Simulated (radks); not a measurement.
Neutral xenon inside a hard spherical wall (all orbitals vanish at R), configuration held at [Xe] and not refilled when levels cross. Calculated with a radial shooting solver on a logarithmic mesh with Libxc functionals: scalar-relativistic Kohn-Sham, LDA (Slater exchange, VWN5 correlation), spin-unpolarised, spherical densities, finite nucleus; Fermi nuclear charge, rms radius 4.7859 fm. Eigenvalues in eV, with the zero of energy where the potential of the charges vanishes at infinity; a dash marks a level that is unbound or too diffuse for the functional's potential to be trusted. A positive occupied level is held by the wall or, in an anion where self-interaction has pushed it up, behind a barrier. The pressure on the wall is -dE/dV.

R (bohr),E (hartree),kinetic (hartree),e(4p),e(4d),e(5s),e(5p),"e(6s, empty)","e(5d, empty)",pressure (GPa)
free,-7441.12114,7822.543,-141.03,-59.456,-19.983,-8.386,-0.498,-,0
20,-7441.12114,7822.543,-141.03,-59.456,-19.983,-8.386,-0.492,0.905,< 0.0001
12,-7441.12114,7822.543,-141.03,-59.456,-19.983,-8.385,-0.330,1.552,< 0.0001
10,-7441.12111,7822.543,-141.02,-59.453,-19.981,-8.383,-0.061,1.897,0.00121
6,-7441.10360,7822.688,-140.40,-58.834,-19.480,-7.880,4.211,4.522,1.78
5,-7441.03613,7823.132,-138.97,-57.429,-18.386,-6.701,9.723,7.258,12.7
3.5,-7440.11015,7827.681,-129.87,-48.582,-11.050,2.016,40.946,21.848,334
3,-7438.66471,7833.650,-121.79,-40.833,-3.216,11.624,71.513,36.075,1170
2,-7422.47019,7891.197,-79.290,0.492,60.937,87.435,272.54,133.15,25300
